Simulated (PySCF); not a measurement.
# Heteronuclear NMR

Atom-mapped SMILES (the numbers label the heavy atoms): `[CH2:1]=[CH:2][N:3]([CH3:4])[SiH:5]([PH2:6])[PH2:7]`; H(Xn) means a hydrogen on atom n. Ha(C1) is cis to N3; Hb(C1) is trans to N3.

PySCF 2.14.0 with density-fitted response routines calculation with structure optimised with GFN2-xTB and shielding tensors at PBE0/pcSseg-1 (GIAO); no relativistic terms, one computed conformer, no solvent model, fast rotation and ring inversion assumed for equivalent nuclei.

(1) What are the 31P shifts?

(2) Predict the 29Si NMR data.

(3) What are the 15N shifts?

Results:

(1) 
```
atoms                   environment  σ (ppm)  δ (ppm)
P6/P7  phosphorus bonded to Si, 2 H    598.2   -225.4
```

Shieldings were converted by a linear fit to measured shifts: 31P (scatter 18.1 ppm rms vs H3PO4, solution or neat liquid). Occasional misses reach two or three times the rms, and more in compound classes unlike the fitted ones.

On a 300 MHz spectrometer 31P resonates near 121.4 MHz, so 1 ppm is 121.4 Hz.

(2) 
```tsv
atoms	environment	σ (ppm)	δ (ppm)
Si5	silicon bonded to N, 2 P, H	350.3	-7.9
```

Shieldings were converted by a linear fit to measured shifts: 29Si (scatter 8.9 ppm rms, 25.8 ppm with the 6 outliers that the fit left out vs TMS, solution or neat liquid). Occasional misses reach two or three times the rms, and more in compound classes unlike the fitted ones.

On a 500 MHz spectrometer 29Si resonates near 99.3 MHz, so 1 ppm is 99.3 Hz.

(3) 
```
atoms       environment  σ (ppm)  δ (ppm)
   N3  enamine nitrogen    189.0   -322.2
```

Shieldings were converted by a linear fit to measured shifts: 15N: δ = -148.07 − 0.921σ (rms 6.3 ppm, 71 shifts vs CH3NO2, solution or neat liquid). A few per cent of atoms miss by over 2 rms, more outside the fitted compound classes.

On a 500 MHz spectrometer 15N resonates near 50.7 MHz, so 1 ppm is 50.7 Hz.
